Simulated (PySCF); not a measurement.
BHandHLYP on Co²⁺ (cobalt, charge +2)

Configuration: [Ar] 3d6 4p1, one real determinant (an excited configuration). All numbers are calculated (PySCF 2.14, the spin-free X2C one-electron Hamiltonian (Gaussian nucleus), in ANO-RCC-VTZP).

* Total energy: -1391.846 hartree
* One-electron energy: -1900.217 hartree
* Hartree (Coulomb) energy: 567.620 hartree
* Exchange-correlation energy: -59.249 hartree
* ⟨S²⟩: 8.7520
* ⟨L²⟩: 8.007
* Sum of ⟨r⟩: 16.82 bohr
* Sum of ⟨r²⟩: 22.27 bohr²
* Traceless quadrupole moment −½Σ⟨3z² − r²⟩ along its main axis: -3.13 e·bohr²
* Langevin diamagnetic susceptibility: -17.6 ×10⁻⁶ cm³/mol

```tsv
shell	electrons	mean orbital energy (hartree)	spread (hartree)	rms radius, mean of both spins (bohr)
1s α	1	-283.36427	0	0.0648
1s β	1	-283.35994	0	0.0648
2s α	1	-35.34983	0	0.276
2s β	1	-35.23364	0	0.276
2p α	3	-30.36599	0.04071	0.249
2p β	3	-30.25789	0.00562	0.249
3s α	1	-5.36002	0	0.829
3s β	1	-5.08284	0	0.829
3p α	3	-3.90199	0.07269	0.877
3p β	3	-3.58657	0.03142	0.877
3d α	5	-1.56602	0.07831	1.09
3d β	1	-1.39629	0	1.09
4p α	1	-0.71970	0	2.95
```

⟨L²⟩ = 8.01 against 12 for a pure F term, so this real determinant mixes terms.

Densities and radii are taken from the X2C orbitals without a picture-change correction, which distorts them close to the nucleus.
